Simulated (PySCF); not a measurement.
Cl3Sb, charge -1, doublet, at a GFN2-xTB geometry (a state made from the parent by changing its charge; the spin is typed, not shown lowest) (all electrons, no relativity). Base run: PBE0/3-21G (PySCF).

Input for PySCF:
```python
from pyscf import gto, scf, dft

mol = gto.M(
    atom='''
Sb   -0.00854345   -0.39662549    0.03006418
Cl   -2.64892774   -0.33781226    0.04450074
Cl    0.04268112    1.98144961   -0.15019373
Cl    2.63187698   -0.45376087    0.01550045
''',
    basis='3-21g',
    charge=-1,
    spin=1,
    verbose=4,
)

mf = dft.UKS(mol)
mf.xc = 'pbe0'
mf.kernel()
mf.analyze()
```

The base run was repeated with changes; each row names its change, and settings that it needs were set with it.

```
change                                                                                   basis functions       E (Eh)  HOMO (eV)
---------------------------------------------------------------------------------------  ---------------  -----------  ---------
base                                                                                                  70  -7661.57690      -1.98
basis = jorge-DZP-DKH; relativity = spin-free X2C                                                    120  -7857.59151      -1.94
basis = x2c-TZVPall; relativity = spin-free X2C                                                      171  -7865.20561      -1.73
basis = x2c-TZVPall; relativity = none                                                               171  -7564.97958      -1.78
basis = ANO-RCC-VDZP; relativity = none                                                               97  -7502.00761      -2.42
basis = ANO-RCC-VDZP; relativity = spin-free X2C                                                      97  -7865.06609      -1.98
basis = x2c-TZVPall; relativity = spin-free X2C; nucleus = Gaussian (with nucmod='G')                171  -7865.04557      -1.74
basis = ANO-RCC-VDZP; relativity = spin-free X2C; nucleus = Gaussian (with nucmod='G')                97  -7864.87724      -1.98
basis = jorge-DZP-DKH; relativity = none                                                             120  -7629.36218      -2.06
basis = jorge-DZP-DKH; relativity = spin-free X2C; nucleus = Gaussian (with nucmod='G')              120  -7857.43023      -1.94
```

Total energies compare only within one method and basis.

Open shells are given as the SCF converged; they aren't shown to be the lowest states, and a large step between rows can be another state.

Basis sets contracted for a relativistic Hamiltonian are a mismatch without it, so the rows without relativity aren't non-relativistic limits. No row has spin-orbit coupling; sets with core potentials leave out the core electrons.
